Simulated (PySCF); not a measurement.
**Working out the ionisation energy of Sb⁺**

Sb⁺ [Kr] 4d10 5s2 5p2 (3P) → Sb²⁺ [Kr] 4d10 5s2 5p1 (2P). Computed with PySCF 2.14 in x2c-SVPall, with scalar relativity by spin-free X2C-1e. Frozen: [Kr] 4d10. Energies in hartree (1 hartree = 27.21139 eV):

```tsv
part	Sb⁺ (lower)	Sb²⁺ (upper)
UHF	-6476.940878	-6476.351565
CCSD correlation	-0.047809	-0.039321
(T)	-0.000477	-0.000277
```

What does Hartree-Fock give?

(-6476.351565) − (-6476.940878) = 0.589313 hartree = 16.036 eV.

What do CCSD and CCSD(T) give?

The CCSD correlation energies differ by 0.008488 hartree = 0.231 eV and the triples by 0.000200 hartree = 0.005 eV, so CCSD gives 16.267 eV and CCSD(T) 16.272 eV.

Reference: 16.626 ± 0.025 eV (measured; NIST Atomic Spectra Database, ionization energies), between the lowest levels; spin-orbit coupling is absent from the calculation.

A double-zeta basis recovers only part of the correlation energy.

What remains against the reference includes basis incompleteness, the frozen core and higher excitations.
